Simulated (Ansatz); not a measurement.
Ga₄N₄Cl₄H₄⁺, that is (ClGaNH)4 cubane with one electron fewer. The state is a doublet with charge 1. Geometry PBE-D4/def2-SVP, that of the neutral singlet; atoms count from 1.

```xyz
16

Ga   -1.674    0.430   -0.248
Cl   -3.741    0.961   -0.555
N    -0.212    0.566   -1.597
Ga    0.451   -1.255   -1.127
Cl    1.009   -2.805   -2.518
N    -0.984   -1.372    0.253
Ga    0.216   -0.578    1.633
Cl    0.483   -1.293    3.650
N    -0.441    1.227    1.102
Ga    1.006    1.403   -0.259
Cl    2.248    3.137   -0.578
N     1.637   -0.421    0.243
H    -0.339    0.905   -2.556
H    -1.575   -2.197    0.405
H    -0.707    1.965    1.763
H     2.620   -0.673    0.388
```

Single mean-field runs in def2-TZVP are fitted with def2-universal-jkfit.

(1) Estimate the Mulliken populations from the PBE0/def2-TZVP orbitals of Ansatz.

(2) Where does the spin sit?

(3) And the Mayer bond orders between heavy atoms (over 0.3)?

Answers

(1) 
| atom | charge (e) | spin (α − β) |
| --- | --- | --- |
| Ga1 | 0.54 | -0.02 |
| Cl2 | -0.15 | 0.07 |
| N3 | -0.44 | 0.21 |
| Ga4 | 0.54 | -0.02 |
| Cl5 | -0.15 | 0.07 |
| N6 | -0.44 | 0.21 |
| Ga7 | 0.54 | -0.02 |
| Cl8 | -0.15 | 0.07 |
| N9 | -0.43 | 0.21 |
| Ga10 | 0.54 | -0.02 |
| Cl11 | -0.15 | 0.07 |
| N12 | -0.43 | 0.21 |
| H13 | 0.29 | -0.01 |
| H14 | 0.29 | -0.01 |
| H15 | 0.29 | -0.01 |
| H16 | 0.29 | -0.01 |
Mulliken values depend strongly on the basis.

(2) Summed by element: Ga -0.08, Cl 0.27, N 0.84, H -0.03, of 1 unpaired in all. Largest on single atoms: N9 0.21, N12 0.21, N6 0.21.

(3) Ga1–Cl2 1.19 (2.16 Å); Ga1–N3 0.68 (1.99 Å); Ga1–N6 0.73 (1.99 Å); Ga1–N9 0.68 (1.99 Å); N3–Ga4 0.73 (1.99 Å); N3–Ga10 0.68 (1.99 Å); Ga4–Cl5 1.19 (2.16 Å); Ga4–N6 0.68 (1.99 Å); Ga4–N12 0.68 (1.99 Å); N6–Ga7 0.68 (1.99 Å); Ga7–Cl8 1.19 (2.16 Å); Ga7–N9 0.73 (1.99 Å); Ga7–N12 0.68 (1.99 Å); N9–Ga10 0.68 (1.99 Å); Ga10–Cl11 1.19 (2.16 Å); Ga10–N12 0.73 (1.99 Å).
